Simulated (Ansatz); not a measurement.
C4H9Al (`[CH3][AlH][CH]1CC1`), relaxed with RKS PBE-D4/def2-SVP in the Gaussian-basis code of Ansatz from a rough embedded geometry. The force threshold is 0.03 eV/Å; the program also tests the step.

Charge 0, multiplicity 1.

Start:

```xyz
14

C     0.728    1.506   -1.472
Al    0.226   -0.357   -1.402
C    -0.580   -1.060    0.276
C     0.193   -0.957    1.543
C    -0.995   -0.065    1.351
H     1.455    1.799   -0.719
H    -0.193    2.172   -1.362
H     1.138    1.761   -2.494
H     0.494   -1.348   -2.684
H    -1.195   -2.041    0.281
H     0.149   -1.724    2.268
H     1.184   -0.364    1.397
H    -1.836   -0.326    1.952
H    -0.768    1.002    1.064
```

```json
{"step": "1", "energy (eV)": "-10875.6067", "largest force (eV/Å)": "4.023", "largest move (Å)": "0.000"}
{"step": "2", "energy (eV)": "-10875.9666", "largest force (eV/Å)": "1.019", "largest move (Å)": "0.118"}
{"step": "3", "energy (eV)": "-10876.0097", "largest force (eV/Å)": "0.355", "largest move (Å)": "0.167"}
{"step": "4", "energy (eV)": "-10876.0251", "largest force (eV/Å)": "0.156", "largest move (Å)": "0.155"}
{"step": "5 (rejected)", "energy (eV)": "-10876.0206", "largest force (eV/Å)": "0.141", "largest move (Å)": "0.126"}
{"step": "6", "energy (eV)": "-10876.0300", "largest force (eV/Å)": "0.049", "largest move (Å)": "0.063"}
{"step": "7 (rejected)", "energy (eV)": "-10876.0296", "largest force (eV/Å)": "0.163", "largest move (Å)": "0.098"}
{"step": "8", "energy (eV)": "-10876.0321", "largest force (eV/Å)": "0.018", "largest move (Å)": "0.048"}
{"step": "9", "energy (eV)": "-10876.0332", "largest force (eV/Å)": "0.030", "largest move (Å)": "0.049"}
{"step": "10", "energy (eV)": "-10876.0345", "largest force (eV/Å)": "0.037", "largest move (Å)": "0.073"}
{"step": "11", "energy (eV)": "-10876.0351", "largest force (eV/Å)": "0.074", "largest move (Å)": "0.068"}
{"step": "12", "energy (eV)": "-10876.0358", "largest force (eV/Å)": "0.067", "largest move (Å)": "0.033"}
{"step": "13 (rejected)", "energy (eV)": "-10876.0343", "largest force (eV/Å)": "0.191", "largest move (Å)": "0.119"}
{"step": "14", "energy (eV)": "-10876.0369", "largest force (eV/Å)": "0.031", "largest move (Å)": "0.058"}
{"step": "15", "energy (eV)": "-10876.0376", "largest force (eV/Å)": "0.103", "largest move (Å)": "0.093"}
{"step": "16", "energy (eV)": "-10876.0382", "largest force (eV/Å)": "0.041", "largest move (Å)": "0.012"}
{"step": "17", "energy (eV)": "-10876.0387", "largest force (eV/Å)": "0.005", "largest move (Å)": "0.039"}
{"step": "18 (rejected)", "energy (eV)": "-10876.0351", "largest force (eV/Å)": "0.337", "largest move (Å)": "0.160"}
{"step": "19", "energy (eV)": "-10876.0392", "largest force (eV/Å)": "0.008", "largest move (Å)": "0.044"}
```

End:

```xyz
14

C     0.825    1.470   -1.487
Al    0.050   -0.340   -1.451
C    -0.503   -1.096    0.261
C     0.295   -0.793    1.536
C    -1.051   -0.169    1.356
H     1.197    1.812   -0.499
H     0.058    2.206   -1.816
H     1.660    1.553   -2.215
H    -0.160   -1.161   -2.817
H    -0.966   -2.099    0.262
H     0.399   -1.605    2.275
H     1.187   -0.147    1.467
H    -1.887   -0.544    1.969
H    -1.104    0.915    1.158
```

Hardware: 4 threads of an Arm Neoverse V1 on a shared host. Wall time 26 s, peak host memory 0.16 GiB.
